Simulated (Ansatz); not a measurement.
CH₂FNOSi (`O=C=N[SiH2]F`). Total charge 0; spin multiplicity 1.

```xyz
7

O     0.7274    2.9017   -0.2968
C     0.3572    1.8034   -0.2191
N    -0.0525    0.6834   -0.1515
Si   -0.2576   -0.9801    0.0951
F     1.0723   -1.5832    0.7270
H    -1.3599   -1.1911    1.0523
H    -0.4870   -1.6341   -1.2071
```

Q: List the harmonic frequencies (cm⁻¹, unscaled) at PBE0-D4/def2-TZVP in Ansatz. (Estimate.)

A: Computed: 12, 35, 304, 615, 631, 653, 690, 738, 884, 940, 975, 1536, 2281, 2286, 2432.
